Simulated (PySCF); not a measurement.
EPR parameters of C3H9FSi2

C3H9FSi2 (triplet state).
Z-matrix (Å and degrees, GFN2-xTB geometry), rows numbered from 1:
```
C 
Si  1  1.9204
C   2  1.9203  1  105.72
C   2  1.9047  1  109.05  3   117.08
Si  2  2.2797  1  114.68  3  -127.19
F   5  1.6692  2  107.35  1    61.43
H   1  1.0861  2  110.55  3    65.38
H   1  1.0862  2  111.21  3  -175.31
H   1  1.0875  2  112.07  3   -54.75
H   3  1.0862  2  111.20  1   175.19
H   3  1.0875  2  112.07  1    54.63
H   3  1.0862  2  110.53  1   -65.50
H   4  1.0841  2  112.00  1    62.07
H   4  1.0842  2  111.97  1  -176.56
H   4  1.0847  2  109.65  1   -57.25
```

The hyperfine couplings belong to this conformer and change with its torsions.

Identity: `C[Si](C)(C)[Si]F` [triplet].

The calculation used UKS B3LYP, pcH-1 on C F H Si, non-relativistic, mean-field spin-orbit, GIAO in PySCF 2.14.0. Geometry: GFN2-xTB; no solvent, vibrations or thermal averaging. This triplet need not be the ground state; the singlet was not compared here. A GFN2-xTB geometry isn't a minimum of the functional, and hyperfine couplings can be far from their values at a DFT geometry, by a factor of two or more for some ions and for spin on atoms past the first row. No stability test was run, so a lower SCF solution isn't excluded.

```
g1, g2, g3        : 2.00126, 2.00208, 2.00296
g_iso             : 2.00210
Form of g         : rhombic: the two nearest values differ by 48 % of g3 − g1
⟨S²⟩              : 2.0027 (exact 2.0000)
α and β electrons : 33, 31
Basis functions   : 260
```

Isotropic coupling and dipolar principal values T1 to T3, in MHz; ρ(0) is the spin density at the nucleus:

```csv
atom,isotope,a_iso,of which spin–orbit,T1,T2,T3,Mulliken spin population,ρ(0) (bohr⁻³)
C1,13C,18.9,0.0,-2.3,-2.2,4.4,0.03,0.0336
Si2,29Si,-77.1,0.1,-32.5,16.2,16.3,0.29,0.1738
C3,13C,18.8,0.0,-2.3,-2.2,4.4,0.03,0.0335
C4,13C,-1.7,0.0,-0.7,-0.4,1.1,0.00,-0.0030
Si5,29Si,-303.4,1.3,-63.4,-20.5,83.9,1.55,0.6856
F6,19F,86.2,1.9,-138.1,62.1,76.0,0.09,0.0401
H7,1H,-1.1,0.0,-2.1,-0.9,3.0,0.00,-0.0005
H8,1H,-0.9,0.0,-2.5,-0.6,3.1,0.00,-0.0004
H9,1H,14.4,0.0,-1.8,-0.5,2.3,0.01,0.0064
H10,1H,-0.9,0.0,-2.5,-0.6,3.1,0.00,-0.0004
H11,1H,14.4,0.0,-1.8,-0.5,2.3,0.01,0.0064
H12,1H,-1.1,0.0,-2.1,-0.9,3.0,0.00,-0.0005
H13,1H,0.5,0.0,-1.8,-1.2,3.0,0.00,0.0002
H14,1H,0.5,0.0,-1.8,-1.2,3.0,0.00,0.0002
H15,1H,2.0,0.0,-1.2,-0.7,1.9,0.00,0.0009
```

The largest Mulliken spin populations are on Si5 (+1.55), Si2 (+0.29) and F6 (+0.09).

Axes: g1 points within 11° of the Si2–Si5 bond.

The 13C coupling of C1/C3/C4 (mean 12.0 MHz) shows only in satellite lines or after enrichment, since that isotope makes up about 1.07 % of natural carbon.

The 29Si coupling of Si5 (-303.4 MHz) shows only in satellite lines or after enrichment, since that isotope makes up about 4.7 % of natural silicon.

On an Arm Neoverse V1 with one thread, shared host, this took 2.2 min wall (grids of density and orbitals included) and 1.0 GiB of memory at its peak.
